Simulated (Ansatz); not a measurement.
Ansatz (a program for electronic structure) input (B3LYP/cc-pVDZ):

Ansatz 0.2 input:
```yaml
crystal:
  periodic: [false, false, false]
  atoms:
    - {symbol: C, position_ang: [-1.57856871, 0.28212107, 0.32607735]}
    - {symbol: C, position_ang: [-0.67473686, -0.97801989, 0.23132737]}
    - {symbol: C, position_ang: [0.52271106, -0.02299691, 0.31765986]}
    - {symbol: C, position_ang: [-0.36757241, 1.14705315, -0.12026924]}
    - {symbol: N, position_ang: [1.72154696, -0.34219060, -0.56423180]}
    - {symbol: H, position_ang: [-1.87445202, 0.49447578, 1.35107140]}
    - {symbol: H, position_ang: [-2.45723394, 0.30370945, -0.31106716]}
    - {symbol: H, position_ang: [-0.75346054, -1.44477309, -0.75308983]}
    - {symbol: H, position_ang: [-0.75896077, -1.74448380, 0.99753948]}
    - {symbol: H, position_ang: [0.91894751, 0.08644215, 1.32527983]}
    - {symbol: H, position_ang: [-0.20210701, 2.10802881, 0.36013533]}
    - {symbol: H, position_ang: [-0.35935553, 1.28178573, -1.20420319]}
    - {symbol: H, position_ang: [2.18216141, -1.20769606, -0.27026599]}
    - {symbol: H, position_ang: [2.41589853, 0.40938059, -0.53781381]}
    - {symbol: H, position_ang: [1.42673521, -0.46047987, -1.53673557]}
basis:
  gaussian:
    orbitals: cc-pVDZ
hamiltonian:
  xc: {name: B3LYP}
total_charge: 1
output: {forces: true}
```

Output:

```
Functional definition: B3LYP
integrals: 0.08 GiB planned
1088 factors; integrals over basis functions are off by at most 1.3e-3 eV
mean field: 0.49 GiB planned
mean field evaluation 1: about -5777.6840 eV, gradient 8.2e1 eV
mean field evaluation 2: about -5765.3390 eV, gradient 1.1e2 eV
mean field evaluation 4: about -5793.9593 eV, gradient 5.0e0 eV
mean field evaluation 8: about -5794.2973 eV, gradient 1.4e-1 eV
mean field evaluation 16: about -5794.2973 eV, gradient 1.5e-5 eV
mean field -5794.29734962 eV, -212.9365000829 hartree, gradient 2.4e-5 eV, S^2 0.000000; 0 other end points of the search recorded, 0 dependent functions left out
the calculation of the forces begins
reference -5794.29759763 eV, -212.9365091968 hartree; 20, 20 occupied and 100, 100 virtual orbitals, 1088 factors
Total energy: -5794.29759763 eV, -212.9365091968 hartree
Atom 0 at    -1.578569     0.282121     0.326077 Å, force     0.218105    -0.045726    -0.085830 eV/Å
Atom 1 at    -0.674737    -0.978020     0.231327 Å, force    -0.029064     0.191400     0.047141 eV/Å
Atom 2 at     0.522711    -0.022997     0.317660 Å, force     0.031793    -0.046571    -0.253705 eV/Å
Atom 3 at    -0.367572     1.147053    -0.120269 Å, force    -0.078538    -0.150878     0.103771 eV/Å
Atom 4 at     1.721547    -0.342191    -0.564232 Å, force    -0.254619     0.072261     0.214306 eV/Å
Atom 5 at    -1.874452     0.494476     1.351071 Å, force    -0.104839     0.073818     0.354572 eV/Å
Atom 6 at    -2.457234     0.303709    -0.311067 Å, force    -0.317031     0.008664    -0.224601 eV/Å
Atom 7 at    -0.753461    -1.444773    -0.753090 Å, force    -0.020814    -0.156710    -0.315167 eV/Å
Atom 8 at    -0.758961    -1.744484     0.997539 Å, force    -0.027373    -0.276344     0.271430 eV/Å
Atom 9 at     0.918948     0.086442     1.325280 Å, force     0.146122     0.034101     0.333762 eV/Å
Atom 10 at    -0.202107     2.108029     0.360135 Å, force     0.062312     0.344126     0.168772 eV/Å
Atom 11 at    -0.359356     1.281786    -1.204203 Å, force     0.008852     0.048531    -0.349124 eV/Å
Atom 12 at     2.182161    -1.207696    -0.270266 Å, force     0.164121    -0.233848     0.044021 eV/Å
Atom 13 at     2.415899     0.409381    -0.537814 Å, force     0.224077     0.180949    -0.024608 eV/Å
Atom 14 at     1.426735    -0.460480    -1.536736 Å, force    -0.023103    -0.043771    -0.284740 eV/Å
Dipole moment:     1.156154    -0.228581    -0.371513 e Å
```

The dipole moment of an ion depends on the origin.

The geometry given is a B3LYP-D3(BJ)/def2-TZVP minimum.
